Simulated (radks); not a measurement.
Question: F I, configuration [He] 2s2 2p5. All-electron calculation, non-relativistic Kohn-Sham, LDA (Slater exchange, VWN5 correlation), spin-unpolarised, spherical densities, point nucleus; hard spherical wall at 2 bohr. Program: a radial shooting solver on a logarithmic mesh with Libxc functionals. Some entries of the table are withheld. Estimate them.

orbital  occ.  eigenvalue (eV)  <r^2> (bohr^2)
1s          2              (1)             (2)
2s          2          -9.5138          0.9219
2p          5          11.0500          0.8586
3d          0              (3)           1.570
3s          0         109.3787           1.534
3p          0              (4)             (5)

Answer: 
(1) 1s eigenvalue (eV): -628.8189
(2) 1s <r^2> (bohr^2): 0.04273
(3) 3d eigenvalue (eV): 85.6073
(4) 3p eigenvalue (eV): 110.1439
(5) 3p <r^2> (bohr^2): 1.420
